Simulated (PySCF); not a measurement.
Predicted microwave data (PBE0/pcSseg-1 in PySCF (dipole) on a GFN2-xTB geometry, gas phase) for one isomer of C10H14:

| Property | Result |
| --- | --- |
| Rotational constants | A = 2117, B = 846.4, C = 725.8 MHz |
| Dipole components | \|μa\| = 0.29 D, \|μb\| = 0.44 D, \|μc\| = 0.58 D |
| Inertial defect | -139.43 u·Å² |
| κ | -0.83 |

Question: Which structure is it? (One computed conformer of each.)
A. `[CH:1]#[C:2][C@@H:3]1[CH2:4][CH2:5][C@@H:6]1[CH2:7][C:8](=[CH2:9])[CH3:10]` with C5–C6–C7–C8 70°, C6–C7–C8–C9 -104°, C2–C3–C4–C5 -132°, C3–C4–C5–C6 12°, C4–C5–C6–C7 104°, C2–C3–C6–C5 131°
B. `[CH:1]#[C:2]/[C:3]([CH2:4][CH3:5])=[C:6](\[CH3:7])[CH2:8][CH:9]=[CH2:10]` with C2–C3–C4–C5 84°, C3–C6–C8–C9 -95°, C6–C8–C9–C10 -117°
C. `[CH:1]#[C:2][C@@H:3]1[CH2:4][CH:5]=[CH:6][CH2:7][CH2:8][C@H:9]1[CH3:10]` with C2–C3–C4–C5 155°, C3–C4–C5–C6 32°, C5–C6–C7–C8 31°, C6–C7–C8–C9 -82°
D. `[CH2:1]=[CH:2][C@@H:3]1[C@@H:4]2[CH2:5][C@H:6]1[C@@H:7]([CH:8]=[CH2:9])[CH2:10]2` with C1–C2–C3–C4 110°, C6–C7–C8–C9 -127°
E. `[CH:1]1=[CH:2][C:3]([CH:4]2[CH2:5][CH2:6][CH2:7][CH2:8]2)=[CH:9][CH2:10]1` with C2–C3–C4–C5 54°, C1–C2–C3–C4 180°, C3–C4–C5–C6 145°, C4–C5–C6–C7 6°, C5–C6–C7–C8 -30°
F. `[CH3:1][C:2]#[C:3][C@@H:4]1[CH2:5][C@@H:6]2[CH2:7][C@@H:8]2[C@H:9]1[CH3:10]` with C3–C4–C5–C6 -98°, C4–C5–C6–C7 51°, C5–C6–C7–C8 -97°, C6–C7–C8–C9 97°

Answer: A. It is C#C[C@@H]1CC[C@@H]1CC(=C)C, an asymmetric top, point group C1. The candidates at the same level (rigid rotor, commonest isotopes):

| SMILES | A (MHz) | B (MHz) | C (MHz) | μa (D) | μb (D) | μc (D) | Δ (u·Å²) | point group | rotor |
| --- | --- | --- | --- | --- | --- | --- | --- | --- | --- |
| C1=CC(C2CCCC2)=CC1 | 3562 | 785.3 | 687.7 | 0.00 | 0.17 | 0.08 | -50.51 | C1 | near-prolate asymmetric top |
| C#C[C@@H]1CC=CCC[C@H]1C | 2013 | 1144 | 806.2 | 0.58 | 0.39 | 0.18 | -66.11 | C1 | asymmetric top |
| C#C/C(CC)=C(\C)CC=C | 1916 | 834.8 | 656.0 | 0.57 | 0.35 | 0.29 | -98.77 | C1 | asymmetric top |
| CC#C[C@@H]1C[C@@H]2C[C@@H]2[C@H]1C | 2127 | 903.1 | 791.4 | 0.01 | 0.01 | 0.10 | -158.65 | C1 | asymmetric top |
| C=C[C@@H]1[C@@H]2C[C@H]1[C@@H](C=C)C2 | 3078 | 845.9 | 773.9 | 0.21 | 0.35 | 0.02 | -108.57 | C1 | near-prolate asymmetric top |
| C#C[C@@H]1CC[C@@H]1CC(=C)C | 2117 | 846.4 | 725.8 | 0.29 | 0.44 | 0.58 | -139.43 | C1 | asymmetric top |

`C1=CC(C2CCCC2)=CC1` has A 68 % too high; `CC#C[C@@H]1C[C@@H]2C[C@@H]2[C@H]1C` has C 9 % too high; `C#C[C@@H]1CC=CCC[C@H]1C` has B 35 % too high; `C#C/C(CC)=C(\C)CC=C` has C 10 % too low; `C=C[C@@H]1[C@@H]2C[C@H]1[C@@H](C=C)C2` has A 45 % too high. No structure here is proved a minimum.
